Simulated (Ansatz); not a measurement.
Input and output for `[CH3][Sn]([Cl])([Cl])[Cl]`.

```yaml
crystal:
  periodic: [false, false, false]
  atoms:
    - {symbol: C, position_ang: [-0.867851, -0.274914, 0.843304]}
    - {symbol: Sn, position_ang: [0.616081, 0.176910, -0.591627]}
    - {symbol: Cl, position_ang: [2.491729, -1.147107, -0.345052]}
    - {symbol: Cl, position_ang: [-0.141471, -0.135826, -2.750355]}
    - {symbol: Cl, position_ang: [1.324089, 2.369859, -0.444740]}
    - {symbol: H, position_ang: [-1.171052, -1.312402, 0.711235]}
    - {symbol: H, position_ang: [-0.445139, -0.125457, 1.835651]}
    - {symbol: H, position_ang: [-1.714285, 0.391839, 0.685985]}
basis:
  gaussian: {orbitals: def2-SVPD, point_charges: [{charge: 2.00, position_ang: [6.308, -0.183, 0.983]}]}
total_charge: 1
magnetization: {spin_polarized: true, initial_magnetization: 1}
hamiltonian: {xc: {name: PBE0}, dispersion: d4}
accuracy: high
scf: {lower_state_search: full}
```

```sh
$ ansatz run in.yaml --threads 4 --pin off --events-out ev --progress --plain --max-ram 10444MiB
```

It prints (some lines left out):

```
Functional definition: PBE0
3142 factors; integrals over basis functions are off by at most 3.8e-9 eV
mean field evaluation 1: about -44439.7654 eV, gradient 4.0e1 eV
mean field evaluation 2: about -44439.9092 eV, gradient 4.0e1 eV
mean field evaluation 4: about -44447.0951 eV, gradient 1.4e1 eV
mean field evaluation 8: about -44448.7420 eV, gradient 1.6e0 eV
mean field evaluation 16: about -44448.8142 eV, gradient 1.5e-1 eV
mean field evaluation 32: about -44448.8214 eV, gradient 2.3e-3 eV
mean field evaluation 160: about -44448.8214 eV, gradient 1.3e-3 eV
mean field evaluation 192: about -44448.8214 eV, gradient 1.4e-7 eV
mean field -44448.82141832 eV, -1633.4640586299 hartree, gradient 3.1e-8 eV, S^2 0.760151; 11 other end points of the search recorded, 0 dependent functions left out
reference -44448.82142180 eV, -1633.4640587580 hartree; 41, 40 occupied and 116, 117 virtual orbitals, 3142 factors
Total energy: -44449.03797262 eV, -1633.4720168536 hartree
```

It took 58 s on 4 threads of an Intel Xeon Platinum 8488C on a shared host, with 1.3 GiB of host memory at the peak.
